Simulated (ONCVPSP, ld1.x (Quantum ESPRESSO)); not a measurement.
# Potentials for Sn (Z = 50) compared

Generated with ld1.x 7.5 (TM, RRKJ, ultrasoft, PAW), atompaw 4.2 or ONCVPSP 4.0.1. The cutoff is in Ry: for ld1.x and atompaw files where the sum of valence levels is converged to 10 mRy in a Bessel basis, for ONCV files where the hardest occupied wave has 1 mHa per electron of residual kinetic energy. The error is the largest all-electron minus pseudo excitation energy over each file’s own four to seven test configurations (ionisations up to +4, promotions, holes and added fractions of an electron), all of which were solved. The labels leave out finer settings (local radius, basis sizes, second energies), which also bear on the numbers. Spin-polarised tests are not counted. The rows are a selection from randomly drawn settings: files with unsolved tests, undetermined cutoffs or missed reference levels are left out.

A true bound ghost makes a file unfit for plane-wave use even where its test errors are small: the radial tests pick states by their node count and pass the ghost by.

| potential | cutoff (Ry) | largest error (meV) | bound ghosts |
| --- | --- | --- | --- |
| ONCV, PBEsol, scalar-relativistic, rc 1.50/1.35/1.00 (spd), local d, core correction yes, reference 4s2 4p6 4d10 5s1.5 5p2.5, qcut 9.5/10.5/9.5, projectors 2/2/0 | 90 | -26 | none |
| ONCV, LDA (Perdew-Wang 92), scalar-relativistic, rc 1.55/1.35/1.45 (spd), local smoothed, core correction no, reference 4s2 4p6 4d10 5s2 5p2, qcut 6.1/12/10, projectors 2/2/2 | 79 | -90 | none |
| ONCV, PBE, scalar-relativistic, rc 1.95/2.85 (sp), local s, core correction yes, reference 5s2 5p2, qcut 2.9/3, projectors 0/2 | 22 | -72 | none |
| TM, PBE, fully relativistic, rc 2.10/2.10/1.65 (spd), local s, core correction yes, reference 5s2 5p0.5 | 21 | -31 | d3/2, d5/2 |

Q: Fill in the row for Sn: ONCV, PBE, scalar-relativistic, rc 1.40/1.40/1.10 (spd), local smoothed, core correction yes, reference 4s2 4p6 4d10 5s2 5p1.5, qcut 8.9/12.5/10.1, projectors 2/2/2.

A: cutoff 88 Ry, largest error -3.9 meV, bound ghosts: none.

Q: Fill in the row for Sn: ONCV, PBEsol, scalar-relativistic, rc 1.30/1.60/1.15 (spd), local smoothed, core correction yes, reference 4s2 4p6 4d10 5s2 5p2, qcut 10.3/10.9/8.4, projectors 2/2/2.

A: cutoff 100 Ry, largest error -167 meV, bound ghosts: none.
